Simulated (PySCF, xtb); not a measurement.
Te(SiH3)(GeH3) (GeH6SiTe), SMILES [Te]([SiH3])[GeH3].

Harmonic wavenumbers (cm⁻¹) from GFN2-xTB run with xtb at its own minimum, in rising order: 28, 60, 75, 258, 347, 442, 447, 491, 504, 762, 770, 796, 814, 868, 882, 1902, 1988, 2023, 2268, 2274, 2326.

### Question
What does PBE0-D3(BJ)/def2-SVP run with PySCF give at its own minimum? (An estimate is asked for; the answer gives what the named calculation found.)

### Answer
52, 76, 77, 238, 341, 499, 518, 560, 574, 800, 869, 880, 889, 921, 944, 2153, 2159, 2175, 2225, 2234, 2249. Paired by order, the mean absolute difference is 70 cm⁻¹ and the zero-point energies are 29.1 and 30.6 kcal/mol.
